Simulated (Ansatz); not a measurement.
Species: CH$_{3}$Se, charge 0, doublet. CH3Se (SMILES C[Se], doublet).
B3LYP-D3(BJ)/def2-TZVP minimum from Ansatz (an electronic-structure program):
```xyz
5

C      0.7415    -1.2865    -0.3234
Se    -0.2139     0.3661     0.0914
H      1.7858    -1.1116    -0.0572
H      0.6798    -1.5062    -1.3862
H      0.3576    -2.1092     0.2745
```
Charge 0, spin multiplicity 2.

Total energies in cc-pVTZ, 13 correlated electrons, 15 frozen orbitals. UHF or UKS for unpaired electrons; spin-orbit terms are left out. Correlated methods leave the cores frozen (noble-gas shells, and filled d and f shells in the p block). No relativity.

```csv
method,program,energy (Eh),minus CCSDT(Q) (mEh)
HF,Ansatz,-2439.50243,352.70
MP2,Ansatz,-2439.80932,45.81
CCSD,Ansatz,-2439.84083,14.30
CCSD(T),Ansatz,-2439.85374,1.40
CCSDT(Q),Ansatz,-2439.85513,0.00
```

Rough core times of Ansatz's runs on a shared machine: CCSD(T) 60 s, CCSDT(Q) 30 min.
